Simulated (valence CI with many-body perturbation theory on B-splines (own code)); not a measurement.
# Os LXXII: electric-dipole lines

Level of theory: configuration interaction combined with many-body perturbation theory (CI+MBPT): three valence electrons over a frozen Dirac-Fock core [He], radial functions for each j: 11 s, 11 p, 10 d, 8 f, 5 g, 2 h, with the one-electron correlation potential Σ1, the two-electron term Σ2, the three-electron term Σ3, Breit, model QED; selected CI, second order for the rest, scaled by the run's own slope (own B-spline code, finite nucleus).

No measured spectrum was set against this ion. As an estimate, large intervals hold to a few tenths of a per cent, small ones and those within an open d or f shell to about a per cent.

Lines 101 to 150 of 583 in falling wavelength, among levels below 16441 eV, chosen from the strongest by gf and those to the six lowest levels. Wavelengths and rates use the calculated energies. Electric multipoles are in the length gauge, E1 and E2 with the static RPA response of the core. Weak lines are less certain than strong ones. Lines between different terms over intervals too small for the method are left out, as are lines whose strength nearly cancels. The highest levels of a list are the least certain.

Levels are named by their leading jj configuration (3d3/2^4 stands for four electrons in 3d with j = 3/2), which in mixed levels can hold well under half, so a name can repeat and another be missing. Letters in brackets count levels of one name in rising energy.

| λ vac (nm) | Upper | Lower | A (s⁻¹) | S (a.u.) |
| --- | --- | --- | --- | --- |
| 2.243 | (2p1/2 2p3/2 3d3/2) J=3/2 [a] | (2p1/2 2p3/2 3p1/2) J=1/2 | 5.94e+11 | 1.32e-02 |
| 2.231 | (2s 2p1/2 3p3/2) J=3/2 [b] | (2s 2p1/2 3s) J=1/2 [b] | 8.80e+11 | 1.93e-02 |
| 2.231 | (2p1/2 2p3/2 3p3/2) J=1/2 [a] | (2p1/2 2p3/2 3s) J=1/2 | 9.47e+11 | 1.04e-02 |
| 2.229 | (2p3/2^2 3p3/2) J=7/2 | (2p3/2^2 3s) J=5/2 | 1.69e+12 | 7.38e-02 |
| 2.228 | (2s 2p3/2 3d3/2) J=1/2 [b] | (2s 2p3/2 3p1/2) J=1/2 | 9.34e+11 | 1.02e-02 |
| 2.228 | (2p3/2^2 3p3/2) J=5/2 | (2p3/2^2 3s) J=5/2 | 8.75e+11 | 2.87e-02 |
| 2.218 | (2p1/2 2p3/2 3p3/2) J=5/2 [a] | (2p1/2 2p3/2 3s) J=3/2 [a] | 1.57e+12 | 5.06e-02 |
| 2.215 | (2p1/2 2p3/2 3d3/2) J=1/2 [a] | (2p1/2 2p3/2 3p1/2) J=1/2 | 9.68e+11 | 1.04e-02 |
| 2.213 | (2s 2p1/2 3p3/2) J=1/2 | (2s 2p1/2 3s) J=1/2 [b] | 1.43e+12 | 1.53e-02 |
| 2.211 | (2p1/2 2p3/2 3p3/2) J=3/2 [a] | (2p1/2 2p3/2 3s) J=1/2 | 3.77e+11 | 8.05e-03 |
| 2.210 | (2s 2p3/2 3p3/2) J=5/2 [b] | (2s 2p3/2 3s) J=3/2 [b] | 1.61e+12 | 5.13e-02 |
| 2.197 | (2p1/2 2p3/2 3p3/2) J=7/2 | (2p1/2 2p3/2 3s) J=5/2 | 1.31e+12 | 5.50e-02 |
| 2.186 | (2p3/2^2 3p3/2) J=3/2 [b] | (2p3/2^2 3s) J=1/2 | 1.58e+12 | 3.27e-02 |
| 2.183 | (2s 2p3/2 3p3/2) J=7/2 | (2s 2p3/2 3s) J=5/2 | 1.75e+12 | 7.18e-02 |
| 2.183 | (2p1/2 2p3/2 3d3/2) J=5/2 [b] | (2p1/2 2p3/2 3p1/2) J=5/2 | 4.16e+11 | 1.28e-02 |
| 2.173 | (2s 2p1/2 3d3/2) J=3/2 [b] | (2s 2p1/2 3p1/2) J=3/2 | 5.09e+11 | 1.03e-02 |
| 2.172 | (2p1/2 2p3/2 3p3/2) J=3/2 [b] | (2p1/2 2p3/2 3s) J=3/2 [b] | 6.44e+11 | 1.30e-02 |
| 2.169 | (2s 2p3/2 3p3/2) J=5/2 [a] | (2s 2p3/2 3s) J=3/2 [a] | 7.89e+11 | 2.39e-02 |
| 2.149 | (2s 2p3/2 3p3/2) J=1/2 [a] | (2s 2p3/2 3s) J=3/2 [a] | 1.61e+12 | 1.58e-02 |
| 2.143 | (2p1/2^2 3p3/2) J=3/2 | (2p1/2^2 3s) J=1/2 | 1.69e+12 | 3.28e-02 |
| 2.138 | (2s 2p1/2 3p3/2) J=3/2 [a] | (2s 2p1/2 3s) J=1/2 [a] | 1.73e+12 | 3.34e-02 |
| 2.137 | (2s 2p3/2 3p3/2) J=3/2 [a] | (2s 2p3/2 3s) J=5/2 | 3.96e+11 | 7.64e-03 |
| 2.135 | (2s 2p3/2 3p3/2) J=3/2 [b] | (2s 2p3/2 3s) J=3/2 [b] | 8.39e+11 | 1.61e-02 |
| 2.132 | (2s^2 3p3/2) J=3/2 | (2s^2 3s) J=1/2 | 1.89e+12 | 3.61e-02 |
| 2.125 | (2p1/2 2p3/2 3p3/2) J=5/2 [b] | (2p1/2 2p3/2 3s) J=3/2 [b] | 8.39e+11 | 2.38e-02 |
| 2.114 | (2s 2p1/2 3p3/2) J=5/2 | (2s 2p1/2 3s) J=3/2 | 1.67e+12 | 4.67e-02 |
| 2.112 | (2p1/2 2p3/2 3p3/2) J=3/2 [b] | (2p1/2 2p3/2 3s) J=1/2 | 5.58e+11 | 1.04e-02 |
| 2.108 | (2s 2p3/2 3p3/2) J=3/2 [b] | (2s 2p3/2 3s) J=1/2 | 1.11e+12 | 2.06e-02 |
| 2.108 | (2s 2p1/2 3p3/2) J=3/2 [b] | (2s 2p1/2 3s) J=3/2 | 9.01e+11 | 1.67e-02 |
| 2.093 | (2p1/2 2p3/2 3p3/2) J=5/2 [b] | (2p1/2 2p3/2 3s) J=5/2 | 8.86e+11 | 2.41e-02 |
| 2.092 | (2s 2p3/2 3p3/2) J=1/2 [b] | (2s 2p3/2 3s) J=1/2 | 1.59e+12 | 1.44e-02 |
| 2.074 | (2p1/2 2p3/2 3p3/2) J=3/2 [b] | (2p1/2 2p3/2 3s) J=3/2 [a] | 5.84e+11 | 1.03e-02 |
| 2.069 | (2p3/2^2 3p3/2) J=3/2 [a] | (2p3/2^2 3s) J=3/2 | 1.55e+12 | 2.71e-02 |
| 2.066 | (2s 2p3/2 3p3/2) J=5/2 [a] | (2s 2p3/2 3s) J=5/2 | 1.13e+12 | 2.94e-02 |
| 2.046 | (2p1/2 2p3/2 3p3/2) J=1/2 [b] | (2p1/2 2p3/2 3s) J=3/2 [b] | 1.70e+12 | 1.44e-02 |
| 2.028 | (2p3/2^2 3p3/2) J=3/2 [a] | (2p3/2^2 3s) J=5/2 | 4.13e+11 | 6.79e-03 |
| 0.9057 | (2s^2 2p3/2) J=3/2 | (2s 2p1/2^2) J=1/2 | 5.15e+10 | 7.55e-05 |
| 0.6731 | (2p3/2^2 3d5/2) J=9/2 | (2p1/2 2p3/2 3p3/2) J=7/2 | 1.33e+12 | 2.00e-03 |
| 0.6704 | (2p3/2^2 3p3/2) J=5/2 | (2s 2p3/2 3p3/2) J=3/2 [b] | 5.93e+12 | 5.29e-03 |
| 0.6703 | (2p3/2^2 3d5/2) J=7/2 | (2s 2p3/2 3d5/2) J=5/2 [b] | 4.06e+12 | 4.83e-03 |
| 0.6688 | (2s 2p1/2 2p3/2) J=3/2 [a] | (2s^2 2p1/2) J=1/2 | 1.35e+11 | 7.98e-05 |
| 0.6659 | (2p3/2^2 3d5/2) J=1/2 | (2s 2p3/2 3d5/2) J=3/2 [b] | 8.04e+12 | 2.34e-03 |
| 0.6635 | (2p3/2^2 3p3/2) J=7/2 | (2s 2p3/2 3p3/2) J=5/2 [b] | 1.05e+13 | 1.22e-02 |
| 0.6634 | (2p3/2^2 3p3/2) J=5/2 | (2s 2p3/2 3p3/2) J=5/2 [b] | 2.33e+12 | 2.01e-03 |
| 0.6627 | (2p3/2^2 3d5/2) J=7/2 | (2s 2p3/2 3d5/2) J=7/2 [b] | 2.47e+12 | 2.84e-03 |
| 0.6626 | (2p3/2^2 3d5/2) J=9/2 | (2s 2p3/2 3d5/2) J=7/2 [b] | 8.21e+12 | 1.18e-02 |
| 0.6624 | (2s 2p3/2^2) J=5/2 | (2s^2 2p3/2) J=3/2 | 3.48e+12 | 2.99e-03 |
| 0.6622 | (2p3/2^2 3d3/2) J=1/2 | (2s 2p3/2 3d3/2) J=1/2 [b] | 8.15e+12 | 2.34e-03 |
| 0.6617 | (2p3/2^2 3s) J=5/2 | (2s 2p3/2 3s) J=3/2 [b] | 9.20e+12 | 7.89e-03 |
| 0.6604 | (2p3/2^2 3d3/2) J=7/2 | (2s 2p3/2 3d3/2) J=5/2 [b] | 8.88e+12 | 1.01e-02 |
